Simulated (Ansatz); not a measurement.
`F/C=C(\[SiH3])CF`, relaxed with RKS PBE-D4/def2-SVP in Ansatz from a rough embedded geometry. The force threshold is 0.03 eV/Å; the program also tests the step.

The species carries charge 0 and has multiplicity 1.

Start:

```xyz
12

F     1.085   -1.512    1.672
C     0.161   -1.388    0.776
C    -0.004   -0.251    0.095
Si    0.971    1.216    0.241
C    -1.141   -0.105   -0.924
F    -1.868   -1.281   -1.008
H    -0.450   -2.306    0.683
H     0.928    1.723    1.650
H     2.415    0.889   -0.051
H     0.516    2.280   -0.603
H    -1.840    0.667   -0.611
H    -0.774    0.067   -1.919
```

How much energy does the relaxation release, and in how many steps? (Estimate.)

The calculation gave: 0.43 eV, in 7 steps.

Which bonds change most? (Estimate.)

Ansatz gave: C3–Si4 from 1.767 to 1.889 Å; Si4–H10 from 1.432 to 1.505 Å; F1–C2 from 1.293 to 1.349 Å; C5–H12 from 1.074 to 1.116 Å.

Give the relaxed structure. (Estimate.)

Ansatz gave: 
```xyz
12

F     1.137   -1.467    1.651
C     0.134   -1.371    0.754
C    -0.074   -0.244    0.051
Si    1.058    1.246    0.316
C    -1.206   -0.180   -0.939
F    -1.923   -1.365   -0.997
H    -0.460   -2.296    0.681
H     0.984    1.737    1.734
H     2.484    0.908   -0.015
H     0.591    2.342   -0.604
H    -1.910    0.644   -0.672
H    -0.816    0.046   -1.960
```
